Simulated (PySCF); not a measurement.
Compound: C₇H₉Si (doublet state).
Structure used (GFN2-xTB), in Å, numbered top down from 1:
```xyz
17
C7H9Si angstrom
C     -1.231   -1.715   -0.124
C     -0.121   -0.709   -0.084
C      1.185   -1.106   -0.305
C      2.233   -0.198   -0.274
C      1.968    1.138   -0.014
C      0.673    1.551    0.209
C     -0.403    0.649    0.172
Si    -2.098    1.276    0.520
H     -0.837   -2.722   -0.243
H     -1.815   -1.677    0.797
H     -1.905   -1.509   -0.956
H      1.392   -2.150   -0.504
H      3.245   -0.530   -0.451
H      2.776    1.856    0.014
H      0.475    2.595    0.410
H     -3.293    0.554    0.129
H     -2.253    2.709    0.695
```

The hyperfine couplings belong to this conformer and change with its torsions.

Identity: `CC1=CC=CC=C1[SiH2]` [radical].

Computed, not measured: UKS B3LYP, pcH-1 on C H Si, non-relativistic, mean-field spin-orbit, GIAO in PySCF 2.14.0. Isolated species at its GFN2-xTB geometry (one conformer only). The geometry wasn't refined by DFT: couplings that depend on bond lengths, twists or pyramidal angles can differ widely from those at the functional's own minimum, by a factor of two or more for some ions and for spin on atoms past the first row. No stability test was run, so a lower SCF solution isn't excluded.

Predict the first-order ENDOR lines of H16/H17, H13, H15, H9/H10/H11, H14 and H12 under fast tumbling at B = 339.2 mT (X band).

ν± = |νn ± a/2|, one line for each electron-spin manifold; νn = |g_N| × 7.62259 MHz/T × B.

```
    nuclei  isotope     g_N  νn (MHz)  a_iso (MHz)  lower line (MHz)  upper line (MHz)
   H16/H17       1H  5.5857     14.44       -27.87              0.51             28.38
       H13       1H  5.5857     14.44        -8.03             10.43             18.46
       H15       1H  5.5857     14.44        -6.71             11.08             17.80
H9/H10/H11       1H  5.5857     14.44         4.33             12.28             16.61
       H14       1H  5.5857     14.44         2.99             12.95             15.94
       H12       1H  5.5857     14.44         2.69             13.10             15.79
```

Which pairs are centred on the nuclear Larmor frequency, and which on half the coupling?

Centred on νn, since |a| < 2νn: H16/H17, H13, H15, H9/H10/H11, H14 and H12. No pair has |a| > 2νn.

Nuclei that the bonding pattern makes equivalent are averaged, as if the motion that swaps them (rotation, inversion, ring flip) were fast. The three 1H nuclei of mean +4.3 MHz run from 0.7 to 7.8 MHz in the frozen geometry.

Largest spin populations (Mulliken): Si8 (+0.96), C4 (+0.12), C2 (+0.11) and C7 (-0.10). No atom but Si8 exceeds +0.15. The angles at Si8 add up to 355.7°, so it is nearly planar; its axial dipolar tensor and the negative couplings of its protons fit spin in a p orbital normal to that plane.

The run took 2.3 min of wall time (grids of density and orbitals included) on an Intel Xeon Platinum 8259CL at 2.50 GHz with one thread (shared host), and the process peaked at 1.1 GiB of memory.
